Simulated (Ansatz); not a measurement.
Total energies of `NB(O)C=O`.

Cartesian coordinates in Å:
```
N -0.9895 -0.1229 0.7759
B -0.0010 0.2944 -0.1134
O 0.1257 1.5282 -0.6852
C 1.1098 -0.7950 -0.5083
O 1.0911 -1.9196 -0.0609
H -1.7538 0.4267 1.1254
H -0.9573 -1.0697 1.1190
H -0.5475 2.1654 -0.4372
H 1.9225 -0.5075 -1.2154
```

The species carries charge 0 and has multiplicity 1. The geometry is a stationary point of PBE0-D4/def2-TZVP. It is one conformer, not always the lowest. Basis def2-TZVPP, the Gaussian-basis code of Ansatz.

RPA on PBE orbitals: Hartree–Fock energy of these orbitals -269.20776 Eh, correlation -1.45151 Eh (frozen core).

```json
{"functional": "r2SCAN0", "energy without D4 (Eh)": "-270.57877", "D4 term (kJ/mol)": "-3.9"}
{"functional": "PBE-QIDH", "energy without D4 (Eh)": "-270.41498", "D4 term (kJ/mol)": "–"}
```

Task: Give the same for LDA (SPW92), PBE, revPBE, BLYP, r2SCAN, B97M-V, PBE0, B3LYP, r2SCANh, HSE06 (plane-wave form), BHLYP, CAM-B3LYP, LC-ωPBE, ωB97X-V, ωB97M-V, B2PLYP. (Best estimate.)

Result: The calculation gave: 
```json
{"functional": "LDA (SPW92)", "energy without D4 (Eh)": "-268.59885", "D4 term (kJ/mol)": "–"}
{"functional": "PBE", "energy without D4 (Eh)": "-270.44804", "D4 term (kJ/mol)": "-13.9"}
{"functional": "revPBE", "energy without D4 (Eh)": "-270.67754", "D4 term (kJ/mol)": "-48.2"}
{"functional": "BLYP", "energy without D4 (Eh)": "-270.70021", "D4 term (kJ/mol)": "-31.5"}
{"functional": "r2SCAN", "energy without D4 (Eh)": "-270.61700", "D4 term (kJ/mol)": "-3.4"}
{"functional": "B97M-V", "energy without D4 (Eh)": "-270.71682", "D4 term (kJ/mol)": "–"}
{"functional": "PBE0", "energy without D4 (Eh)": "-270.45485", "D4 term (kJ/mol)": "-11.6"}
{"functional": "B3LYP", "energy without D4 (Eh)": "-270.77129", "D4 term (kJ/mol)": "-22.3"}
{"functional": "r2SCANh", "energy without D4 (Eh)": "-270.60124", "D4 term (kJ/mol)": "-3.6"}
{"functional": "HSE06 (plane-wave form)", "energy without D4 (Eh)": "-270.44162", "D4 term (kJ/mol)": "-10.6"}
{"functional": "BHLYP", "energy without D4 (Eh)": "-270.62152", "D4 term (kJ/mol)": "-15.4"}
{"functional": "CAM-B3LYP", "energy without D4 (Eh)": "-270.65698", "D4 term (kJ/mol)": "-11.5"}
{"functional": "LC-ωPBE", "energy without D4 (Eh)": "-270.58868", "D4 term (kJ/mol)": "–"}
{"functional": "ωB97X-V", "energy without D4 (Eh)": "-270.67426", "D4 term (kJ/mol)": "–"}
{"functional": "ωB97M-V", "energy without D4 (Eh)": "-270.67463", "D4 term (kJ/mol)": "–"}
{"functional": "B2PLYP", "energy without D4 (Eh)": "-270.56755", "D4 term (kJ/mol)": "–"}
```

B3LYP takes the VWN-RPA correlation (the form of Gaussian; ORCA's B3LYP/G). HSE06 is the plane-wave form, built on full-range PBE exchange. The double hybrids freeze the cores in their second-order part.

LC-ωPBE has ω = 0.4 bohr⁻¹.
